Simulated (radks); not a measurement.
All-electron atom: the iridium ion Ir46+ in [Ar] 3d10 4s2 4p1. Calculated with a radial shooting solver on a logarithmic mesh with Libxc functionals: Dirac Kohn-Sham, relativistic LDA (MacDonald-Vosko exchange, VWN5 correlation), spin-unpolarised, spherical densities, finite nucleus; open shells fill j = l - 1/2 first; Fermi nuclear charge, rms radius 5.4032 fm.

Normalised radial functions P(r) = r R(r) (large component), r in bohr:

r,3p1/2,4s1/2
0.001511,0.0619,0.2710
0.002165,0.0927,0.3437
0.003079,0.1401,0.4220
0.004413,0.2169,0.4986
0.006326,0.3381,0.5497
0.009067,0.5238,0.5375
0.013,0.7899,0.4095
0.01863,1.1252,0.1182
0.0267,1.4429,-0.3244
0.03796,1.5270,-0.7481
0.05441,1.0530,-0.8199
0.07799,-0.1875,-0.1829
0.1118,-1.7781,0.8898
0.1602,-2.5980,1.1525
0.2297,-1.9674,-0.2775
0.3292,-0.7556,-1.8671
0.4681,-0.1274,-1.5628
0.6709,-0.0062,-0.4295
0.9616,-0.0001,-0.0312

3p1/2: eigenvalue -5065.3 eV, 1 radial node at r = 0.0746 bohr, <r> = 0.177 bohr, 90 % of the charge inside 0.266 bohr. 4s1/2: eigenvalue -2574.1 eV, 3 radial nodes at r = 0.0207, 0.0831, 0.218 bohr, <r> = 0.372 bohr, 90 % of the charge inside 0.527 bohr.
